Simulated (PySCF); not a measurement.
CH₄ClInO₂, SMILES C[O][In]([OH])[Cl].

Geometry: B3LYP-D3(BJ)/def2-SVP. The def2 effective core potentials stand for the cores of In; spin–orbit coupling is left out. Other conformers were not sampled.

Calculation: PBE0/def2-TZVP in PySCF.

The molecule is in vacuum.

```
Quantity                                                                                                       Result
---------------------------------------------------------------------------------------------  ----------------------
total energy                                                                                       -841.09461 hartree
point group                                                                                                        Cs
highest occupied level                                                                                       -8.03 eV
lowest empty level                                                                                           -2.46 eV
orbital gap                                                                                                   5.57 eV
dipole moment                                                                                               0.297 e·Å
quadrupole, principal values (traceless, Buckingham form, about the centre of nuclear charge)  -10.14, 4.46, 5.68 D·Å
mean static polarisability                                                                       66.8 bohr³ (9.90 Å³)
polarisability, principal values                                                               46.8, 66.4, 87.1 bohr³
```
